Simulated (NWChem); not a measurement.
octafluorocyclopentene (C5F8); SMILES FC1=C(F)C(F)(F)C(F)(F)C1(F)F

```xyz
13

F      2.2717     0.0993    -1.4729
C      1.2196     0.0327    -0.6755
C      1.2196     0.0327     0.6755
F      2.2717     0.0993     1.4729
C     -0.1683    -0.1029     1.2416
F     -0.3987     0.7670     2.2553
F     -0.4068    -1.3602     1.7104
C     -1.0781     0.1942     0.0000
F     -1.4126     1.5054     0.0000
F     -2.1962    -0.5537     0.0000
C     -0.1683    -0.1029    -1.2416
F     -0.3987     0.7670    -2.2553
F     -0.4068    -1.3602    -1.7104
```
Atoms are numbered in this order, from 1.

All runs: NWChem. The geometry was optimised at PBE-D3(BJ)/def2-SVP. Not confirmed as a minimum by frequencies. Level: B3LYP/def2-SVP with SMD (1 M gas to 1 M solution), gas-phase geometry.

| solvent | dielectric constant | solvation free energy (kcal/mol) | cavity-dispersion-structure term (kcal/mol) | dipole in solution (D) |
|---|---|---|---|---|
| water | 78.4 | 2.9 | 7.2 | 1.36 |
| dichloromethane | 8.93 | -2.1 | 1.7 | 1.33 |
| ethyl acetate | 5.99 | -1.5 | 2.0 | 1.31 |
| 1,4-dioxane | 2.21 | 0.7 | 3.0 | 1.23 |
